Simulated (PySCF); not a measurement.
# Two-component Hartree-Fock for Gd²³⁺ (gadolinium, charge +23)

Start: [Kr] 4d5; 4d3/2 filled at m_j = -3/2, -1/2, +1/2, +3/2; 4d5/2 filled at m_j = +5/2. Calculated with PySCF 2.14 in an even-tempered Gaussian basis (17 s from 1.7 bohr⁻², ratio 2.8; 14 p from 2.2 bohr⁻², ratio 2.8; 9 d from 2.2 bohr⁻², ratio 2.8; 4 f from 9.3 bohr⁻², ratio 3): generalised Hartree-Fock with the X2C-1e Hamiltonian and a Gaussian nucleus; spin-orbit coupling (SO) screened by Boettger's factors.

```csv
spinor shell,electrons,"ε, screened SO (eV)",weight of nominal j (screened SO),"rms radius, screened SO (bohr)"
1s1/2,2,-51178.1,1.000,0.0249
2s1/2,2,-9147.3,1.000,0.101
2p1/2,2,-8705.5,1.000,0.0864
3s1/2,2,-2599.9,1.000,0.260
3p1/2,2,-2409.4,1.000,0.251
3p3/2,4,-2260.2,1.000,0.263
3d3/2,4,-1936.6,0.992,0.235
3d5/2,6,-1901.3,0.995,0.239
4s1/2,2,-1017.5,1.000,0.553
4p1/2,2,-941.65,0.958,0.561
4p3/2,4,-891.93,0.979,0.584
4d3/2,4,-771.02,0.816,0.591
4d5/2,1,-764.91,1.000,0.596
```

Problem. Where does 2p3/2 lie, and what is the 2p spin-orbit splitting (screened SO)?

Solution. At -8003.1 eV, 702.43 eV above 2p1/2.

```tsv
quantity	screened SO
E (hartree)	-11042.80113
M_J	5/2
⟨J²⟩	8.765
⟨L²⟩	1.414
⟨S²⟩	6.419
```

Each row is a mean over spinors that exchange with the open shell spreads, by up to 23.249 eV (4p3/2).

Rows whose weight is well below 1 are mixtures of j = l ± 1/2: exchange outweighs spin-orbit coupling there, and the label is only the starting occupation.

Breit and QED terms are absent; they matter most for the inner s and p1/2 levels.

Densities and radii are taken from the X2C orbitals without a picture-change correction, which distorts them close to the nucleus.
